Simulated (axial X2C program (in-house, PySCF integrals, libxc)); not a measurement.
## NbO: computed against measured constants

All values were computed with an in-house all-electron X2C program for linear molecules (integrals from PySCF). Spin-free means the one-electron spin-free X2C Hamiltonian; two-component (2c) means X2C with spin–orbit coupling and atomic mean-field two-electron Coulomb and Gaunt terms, so the difference of the two also holds small scalar two-electron terms. Basis: Nb dyall-cv3z [11s12p9d5f3g], O dyall-av3z [7s6p3d2f] (cores contracted in-house); Gaussian nuclei, density fitting, unrestricted open shells. Masses: Nb 92.906 u, O 15.995 u.

| Hamiltonian | level | Re (Å) | ωe (cm⁻¹) | ωexe (cm⁻¹) | De (eV) |
| --- | --- | --- | --- | --- | --- |
| spin-free | PBE0 | 1.668 | 1033.3 | 3.58 | 7.40 |
| spin-free | HF | 1.663 | 1048.9 | 4.56 | 3.49 |
| spin-free | CCSD | 1.680 | 1026.2 | 3.11 | 7.06 |
| spin-free | CCSD(T) | 1.692 | 1006.8 | n/a | 7.54 |
| spin-free | PBEsol | 1.678 | 1008.9 | 3.61 | 8.71 |
| 2c | PBE0 | 1.668 | 1033.3 | 3.58 | n/a |
| 2c | PBEsol | 1.677 | 1008.9 | 3.62 | n/a |

De refers to Nb + O.

Correlated methods: 11 electrons correlated (number of frozen shells: Nb 4 s, 3 p, 1 d; O 1 s), 293 virtual spin orbitals or spinors in MP2, 90 natural virtuals in coupled cluster.

Measured (Huber and Herzberg, Constants of Diatomic Molecules, 1979; state 4Σ-): Re (Å) 1.6909, ωe (cm⁻¹) 989, ωexe (cm⁻¹) 3.83.

**Question.** Work out the error of each level, computed minus measured.

**Answer.** 

```csv
Hamiltonian,level,Re (Å),ωe (cm⁻¹),ωexe (cm⁻¹)
spin-free,PBE0,-0.023,44.3,-0.25
spin-free,HF,-0.028,59.9,0.73
spin-free,CCSD,-0.011,37.2,-0.72
spin-free,CCSD(T),0.001,17.8,n/a
spin-free,PBEsol,-0.013,19.9,-0.22
2c,PBE0,-0.023,44.3,-0.25
2c,PBEsol,-0.014,19.9,-0.21
```

Occupations by symmetry block were frozen at the best pattern of an incomplete PBE0 search. Dissociation energies refer to the lowest single-determinant-based atoms at the same level and basis. De is not given where an atomic determinant may have missed its ground term or J level, or where the truncated virtual space spoils (T). Density functionals use the spin component along the axis (collinear). Coupled cluster ran in a truncated set of natural virtual spinors; the MP2 energy of the rest was added. (T) has no such correction and the atoms are truncated less, which lowers De at CCSD(T) by a hundredth of an eV or more. Without a current term, density functionals place determinants with orbital angular momentum somewhat too high. With several unpaired electrons one determinant need not be a pure state. The outer-core s and p shells of the metal are frozen in the correlated rows, which leaves out core–valence correlation; for alkali and alkaline-earth bonds that tends to lengthen them. This is the top spin component of a Σ state; components of lower Ω are not single determinants and can lie lower. The determinant is spin-polarised beyond a pure state at some levels (its spin-free form has ⟨S²⟩ too high), which makes Re and μ there less reliable. With the outer-core shells frozen, correlated bond lengths of heavy atoms tend to come out a few hundredths of an ångström too long.
